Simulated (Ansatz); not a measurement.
`C#CB(F)F` + dimethylamine → `CN(C)B(F)F` + acetylene at 400 K and 1 bar (ligand exchange at a B–C bond).

Calculated with Ansatz (gas phase, PBE0-D4/def2-TZVP geometries, no zero-point term in ΔE). CBS: MP2 limit from def2 TZ/QZ plus the TZ coupled-cluster correction, frozen cores. This one scheme is used for every species. One conformer a species, not always the lowest.

```tsv
species	CCSD(T)/CBS energy (Eh)	H − E (kJ/mol)	S (J/(mol·K))
`C#CB(F)F`	-301.15247	99.3	316.6
`CNC`	-135.00321	264.6	293.2
`CN(C)B(F)F`	-358.96075	277.8	366.8
`C#C`	-77.22717	85.5	213.8
```

H − E and S are ideal-gas, rigid-rotor, harmonic terms from PBE0-D4/def2-TZVP, for one conformer and one mirror image of each species. 1 Eh = 2625.50 kJ/mol, R = 8.31446 J/(mol·K).

Task: By hand: ΔE, ΔH, ΔS and ΔG.

Result: ΔE = (-358.96075) + (-77.22717) − (-301.15247) − (-135.00321) = -0.03224 Eh = -84.6 kJ/mol. Δ(H − E) = 277.8 + 85.5 − 99.3 − 264.6 = -0.6, so ΔH = -85.2 kJ/mol. ΔS = 366.8 + 213.8 − 316.6 − 293.2 = -29.2 J/(mol·K). ΔG = -85.2 − 400 × (-29.2)/1000 = -73.5 kJ/mol.

Task: By hand: the equilibrium constant, and the temperature at which ΔG would vanish if ΔH and ΔS stayed fixed.

Result: log₁₀ K = −ΔG/(RT ln 10) = 9.6. ΔG = 0 at ΔH/ΔS = 2918 K, far beyond where these terms or the molecules hold.

ΔH outweighs TΔS. A doubt of 5 kJ/mol in ΔE shifts log₁₀ K by 0.7 here. Other conformers and mirror images would add mixing entropy, several J/(mol·K) or more a flexible species. These are equilibria of isolated gas molecules and say nothing of rates. Largest T1 diagnostic: 0.014 (customary marks: 0.02 for closed shells, 0.045 for open ones).
